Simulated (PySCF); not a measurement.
# NMR parameters from quadrupole coupling constants

Species: C8H12OSSi.
SMILES with atom numbers: `[CH3:1][O:2][C@H:3]1[CH2:4][Si@@H:5]([c:6]2[cH:7][cH:8][cH:9][s:10]2)[CH2:11]1` (hydrogens: H12, H13, H14 on C1; H15 on C3; H16, H17 on C4; H18 on Si5; H19 on C7; H20 on C8; H21 on C9; H22, H23 on C11)

Geometry (PBE0-D3(BJ)/def2-SVP, Å), atoms numbered from 1 in this order:
```
atom  x, y, z in Å
C1    -3.8924   -0.6083   -0.6042
O2    -2.7643   -1.3764   -0.3177
C3    -1.8450   -0.7424    0.5217
C4    -0.6729   -1.6696    0.8851
Si5    0.4282   -0.1308    0.9011
C6     2.0870   -0.1959    0.0606
C7     2.4049   -0.7395   -1.1693
C8     3.7758   -0.6059   -1.5126
C9     4.4946    0.0409   -0.5377
S10    3.5012    0.4793    0.7850
C11   -1.0800    0.4707   -0.0758
H12   -4.4454   -0.3272    0.3147
H13   -3.6408    0.3237   -1.1460
H14   -4.5571   -1.2104   -1.2392
H15   -2.3560   -0.4125    1.4521
H16   -0.8173   -2.3416    1.7411
H17   -0.4260   -2.2762   -0.0030
H18    0.6125    0.5139    2.2358
H19    1.6669   -1.2256   -1.8112
H20    4.2160   -0.9726   -2.4409
H21    5.5582    0.2778   -0.5346
H22   -0.9023    0.2898   -1.1502
H23   -1.5221    1.4676    0.0538
```

Computed at PBE0/pcSseg-1 (PySCF, non-relativistic):

```tsv
atom	environment	nucleus	spin I	Q (b)	CQ = χzz (MHz)	η
O2	ether oxygen	17O	5/2	-0.0256	-11.859	0.992
S10	thiophene-type sulfur	33S	3/2	-0.0678	-28.802	0.425
```

Task: Give the quadrupolar product PQ = |CQ|√(1 + η²/3), the quadrupolar frequency νQ = 3|CQ|/[2I(2I − 1)] and the Larmor frequency ν0 = |g| × 7.62259 MHz/T × B at 28.2 T, with g(17O) = −0.75752, g(33S) = 0.42921.

Result: 
| atom | PQ (MHz) | νQ (MHz) | ν0 (MHz) | νQ/ν0 |
| --- | --- | --- | --- | --- |
| O2 | 13.67 | 1.779 | 162.83 | 0.011 |
| S10 | 29.65 | 14.40 | 92.26 | 0.156 |

For O2: PQ = 11.86 × 1.1523, νQ = 11.86 × 0.1500, ν0 = 5.7742 MHz/T × 28.2 T.

Task: For half-integer spins with νQ below a tenth of ν0, find the second-order shift of the centre of gravity of the central transition at 28.2 and 35.2 T.

Result: From −(3/40)(PQ/ν0)²[I(I + 1) − 3/4]/[I(2I − 1)]², which goes as 1/B² (ppm):

```csv
site,28.2 T,35.2 T
17O at O2,-42.3,-27.1
```

Task: Take a correlation time of 8 ps, isotropic tumbling and extreme narrowing. What quadrupolar relaxation rates and linewidths follow?

Result: 1/T1 = 1/T2 = (3π²/10)(2I + 3)/[I²(2I − 1)] × PQ² × τc; the width is 1/(πT2).

```
      site  spin factor (2I + 3)/[I²(2I − 1)]  1/T1 (s⁻¹)  T1 (ms)  linewidth (Hz)
 17O at O2                              0.320        1420    0.707             451
33S at S10                              1.333       27800    0.036            8840
```

The couplings are those of the rigid, isolated species; surroundings and motion change them. With a basis this small, the couplings can be 20 % off.

One conformer stands for the species.
